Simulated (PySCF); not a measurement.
**Electron correlation in P²⁺ (phosphorus, charge +2)**

[Ne] 3s2 3p1, 2P determinant. Computed with PySCF 2.14 in pcseg-2 (5s4p2d1f, 34 functions), with no relativity, point nucleus. Frozen: [Ne]; 3 electrons correlated.

MP2 pair energies summed by pair of shells (mhartree):

| pair | energy | share (%) |
| --- | --- | --- |
| 3s-3s | -24.56 | 55.1 |
| 3s-3p | -20.03 | 44.9 |

Total MP2 correlation energy: -44.58 mhartree.

Same-spin part -2.74 and opposite-spin part -41.85 mhartree; SCS-MP2 scales them by 1/3 and 6/5 to -51.13 mhartree.

| level | correlation energy (mhartree) |
| --- | --- |
| CCSD | -63.15 |
| (T) | -0.96 |
| CCSD(T) | -64.11 |

Diagnostics: T1 = 0.011, D1 = 0.0245, largest double amplitude 0.109.

Cost of the coupled-cluster step: 0.28 s of wall time on 1 thread of Intel(R) Xeon(R) Platinum 8375C CPU @ 2.90GHz (shared host), for 3 correlated electrons.

Iterations:

```
CC2 = 0
CCSD nocc = (np.int64(2), np.int64(1)), nmo = (29, 29)
frozen orbitals [[0, 1, 2, 3, 4], [0, 1, 2, 3, 4]]
max_cycle = 100
direct = 0
conv_tol = 1e-08
conv_tol_normt = 1e-06
diis_space = 8
diis_start_cycle = 0
Init t2, MP2 energy = -0.0445849764876925
Init E_corr(UCCSD) = -0.0445849764884095
cycle = 1  E_corr(UCCSD) = -0.056235574960513  dE = -0.0116505985  norm(t1,t2) = 0.0502816
cycle = 2  E_corr(UCCSD) = -0.0602436352694997  dE = -0.00400806031  norm(t1,t2) = 0.0214378
cycle = 3  E_corr(UCCSD) = -0.0631542139752487  dE = -0.00291057871  norm(t1,t2) = 0.00993748
cycle = 4  E_corr(UCCSD) = -0.0631366189300309  dE = 1.75950452e-05  norm(t1,t2) = 0.00111995
cycle = 5  E_corr(UCCSD) = -0.0631555304187608  dE = -1.89114887e-05  norm(t1,t2) = 0.000137901
cycle = 6  E_corr(UCCSD) = -0.0631494584258628  dE = 6.0719929e-06  norm(t1,t2) = 2.44152e-05
cycle = 7  E_corr(UCCSD) = -0.063151847692369  dE = -2.38926651e-06  norm(t1,t2) = 6.82184e-06
cycle = 8  E_corr(UCCSD) = -0.0631512133039532  dE = 6.34388416e-07  norm(t1,t2) = 2.12813e-06
cycle = 9  E_corr(UCCSD) = -0.0631511676773373  dE = 4.5626616e-08  norm(t1,t2) = 2.31079e-07
cycle = 10  E_corr(UCCSD) = -0.0631511799308162  dE = -1.22534789e-08  norm(t1,t2) = 5.86594e-08
cycle = 11  E_corr(UCCSD) = -0.0631511776840581  dE = 2.2467581e-09  norm(t1,t2) = 2.94716e-08
UCCSD converged
E(UCCSD) = -339.7037639977797  E_corr = -0.06315117768405808
UCCSD(T) correction = -0.00096252683330047
```
